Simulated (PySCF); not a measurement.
## SMILES C1=C[PH+]1[BH3-], C₂H₆BP

Molfile (atoms numbered from 1):
```
C2H6BP
     RDKit          3D

 10 10  0  0  0  0  0  0  0  0999 V2000
   -1.6872    0.0050    0.3423 B   0  0  0  0  0  0  0  0  0  0  0  0
    0.0932   -0.4936   -0.1351 P   0  0  0  0  0  0  0  0  0  0  0  0
    1.3942    0.4967   -0.8621 C   0  0  0  0  0  0  0  0  0  0  0  0
    1.6484    0.2133    0.3971 C   0  0  0  0  0  0  0  0  0  0  0  0
   -2.3319   -0.2830   -0.6560 H   0  0  0  0  0  0  0  0  0  0  0  0
   -1.9261   -0.7210    1.2972 H   0  0  0  0  0  0  0  0  0  0  0  0
   -1.6250    1.1956    0.5966 H   0  0  0  0  0  0  0  0  0  0  0  0
    0.3407   -1.8497   -0.4898 H   0  0  0  0  0  0  0  0  0  0  0  0
    1.7559    1.0538   -1.7267 H   0  0  0  0  0  0  0  0  0  0  0  0
    2.3499    0.3914    1.2123 H   0  0  0  0  0  0  0  0  0  0  0  0
  1  2  1  0
  2  3  1  0
  3  4  2  0
  4  2  1  0
  1  5  1  0
  1  6  1  0
  1  7  1  0
  2  8  1  0
  3  9  1  0
  4 10  1  0
M  CHG  2   1  -1   2   1
M  END
```

The calculation used GIAO B3LYP/cc-pVTZ magnetisability, rotational g tensor and spin-rotation constants, non-relativistic, gas phase (PySCF 2.14.0). Geometry: PBE0-D3(BJ)/def2-SVP.

**Question.** Give the nuclear spin-rotation constants along the inertial axes (H = +C I·J) beside the isotropic shieldings.

**Answer.** Rotational constants 15.9712, 4.1311, 4.0377 GHz. A star marks the isotopologue with that one atom substituted, in its own axes.
```tsv
atom	isotope	Caa (kHz)	Cbb (kHz)	Ccc (kHz)	mean (kHz)	σ (ppm)
B1	11B	2.014	0.564	0.354	0.977	144.5
P2	31P	20.908	6.943	1.928	9.927	491.2
H5	1H	-0.905	-0.084	-0.342	-0.444	29.9
H6	1H	-0.916	-0.087	-0.336	-0.446	29.9
H7	1H	-1.331	-0.444	0.032	-0.581	31.1
H8	1H	-1.540	-0.360	0.118	-0.594	27.4
H9	1H	-0.425	0.133	-0.362	-0.218	23.0
H10	1H	-0.435	0.145	-0.372	-0.221	23.0
C3	13C*	7.184	1.447	0.665	3.099	47.6
```
For the geometry as given, no vibrational averaging.
